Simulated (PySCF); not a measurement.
C7H6F3 (charge -1).
Cartesian coordinates in Å at the GFN2-xTB level; atoms count from 1:
```xyz
16
C7H6F3 angstrom
C      2.8508   -0.8977    1.8751
C      2.2630   -0.6459    0.8361
C      1.6856   -0.4195   -0.5333
C      0.2886    0.0261   -0.3221
C     -0.7744   -0.8097   -0.3191
C     -2.1764   -0.5081    0.1041
C      0.1011    1.4572    0.0416
F     -0.7912    2.0875   -0.7943
F     -0.4030    1.6934    1.2806
F      1.2034    2.2191   -0.0370
H      2.2783    0.3320   -1.0719
H      1.6981   -1.3557   -1.1078
H     -0.5939   -1.8374   -0.6057
H     -2.4370   -1.0924    0.9910
H     -2.8790   -0.7816   -0.6885
H     -2.3215    0.5418    0.3397
```

The geometry is computed with GFN2-xTB (gas phase).

Take the most abundant isotopes and a rigid rotor. The values belong to one conformer with, in the numbering `[C-:1]#[C:2][CH2:3]/[C:4](=[CH:5]/[CH3:6])[C:7]([F:8])([F:9])[F:10]`, C2–C3–C4–C5 -94°.

Problem. What are A, B and C (MHz)?

Solution. Ia = 293.15, Ib = 440.22, Ic = 570.84 u·Å²; 505379 MHz·u·Å²/I gives A = 1724, B = 1148, C = 885.3 MHz.

Problem. What kind of rotor is it?

Solution. An asymmetric top. Ray's parameter κ = (2B − A − C)/(A − C) = -0.374; −1 is the prolate and +1 the oblate limit.

Problem. Is it planar, by Δ = Ic − Ia − Ib?

Solution. Not planar: Δ = Ic − Ia − Ib = -162.53 u·Å². For a rigid frame Δ = −2 Σ m c², so Σ m c² = 81.27 u·Å² lies off the ab plane: 8.94 from hydrogen and 72.32 from heavier atoms. The atom farthest from that plane is 1.74 Å away.

Problem. Estimate the classical rotational partition function at 10 K, 25 K and 100 K.

Solution. Point group C1, symmetry number σ = 1; q = (√π/σ)·√((kT/h)³/(ABC)), k/h = 20836.6 MHz/K: 4030 at 10 K, 15900 at 25 K, 127000 at 100 K.

No frequency check. These are rigid-rotor constants of the computed structure; measured ground-state constants (B0) also hold zero-point vibration.
